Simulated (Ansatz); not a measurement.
This geometry of AlBrFH2N (6 atoms, charge 0, multiplicity 1) is a first-order saddle point.

The calculation used RKS PBE0-D4/def2-SVP (Ansatz 0.2.0).

```xyz
6
Properties=species:S:1:pos:R:3
N -0.284 0.993 -0.022
Al 0.279 -0.674 0.049
F 1.731 -1.100 0.732
Br -0.873 -2.410 -0.778
H -0.788 1.470 0.716
H -0.024 1.656 -0.743
```

(1) Which two structures does it join? (They come from a converged band through this point; their orientation in space is the band's.)

(2) How far does it lie above each of them?

Results:

(1) No bond is made or broken.  The two ends are copies of one structure, up to a mirror image or an exchange of like atoms.

Initial state:

```xyz
6
Properties=species:S:1:pos:R:3
N -0.197 0.985 -0.042
Al 0.244 -0.702 0.115
F 1.394 -1.155 1.221
Br -0.720 -2.272 -1.154
H 0.207 1.737 0.504
H -0.886 1.343 -0.691
```

Final state:

```xyz
6
Properties=species:S:1:pos:R:3
N -0.195 0.986 -0.042
Al 0.243 -0.703 0.114
F 1.398 -1.153 1.217
Br -0.724 -2.275 -1.150
H -0.896 1.341 -0.682
H 0.215 1.740 0.496
```

(2) 31.8 kJ/mol above the first and 31.8 kJ/mol above the second. This is the barrier of this one path; another mechanism may lie lower.

Time of the run: 99 s on 2 threads of AMD EPYC 9R14 (Zen 4), with other jobs on the host, peak memory 0.21 GiB.
